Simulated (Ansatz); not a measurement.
`C=C(C)[TeH]` → `C=CC[TeH]`  (isomerisation)

Calculated with Ansatz (gas phase, PBE0-D4/def2-TZVP geometries, no zero-point term in ΔE). CCSD(T)/CBS adds triple-zeta CCSD(T) − MP2 to the extrapolated MP2 energy (def2 sets, frozen cores). DFT in def2-TZVPP. B3LYP here is the variant with VWN-RPA as its local correlation; programs differ in this. Elements past krypton have def2 core potentials. For Te outer-core shells are correlated without core-valence functions, which leaves a few kJ/mol of doubt a bond. One conformer a species, not always the lowest.

(1) Is it downhill or uphill in electronic energy at CCSD(T)/CBS, and by how much? (Estimate.)

(2) What do these levels give: PBE-D4, r2SCAN-D4, B3LYP-D4, CCSD/def2-TZVPP, CCSD(T)/def2-TZVPP, HF/CBS(def2)? (Estimate.)

Largest T1 diagnostic among the species: 0.011.

Results:

(1) Ansatz gave: Uphill: ΔE = +1.1 kcal/mol.

(2) The calculation gave: PBE-D4 1.4, r2SCAN-D4 1.5, B3LYP-D4 0.9, CCSD/def2-TZVPP 1.1, CCSD(T)/def2-TZVPP 1.4, HF/CBS(def2) -0.3 kcal/mol.

In def2-TZVPP, CCSD(T) changes the Hartree–Fock value by +1.7 kcal/mol (the triples alone add +0.3 kcal/mol) and MP2 by +2.4 kcal/mol.
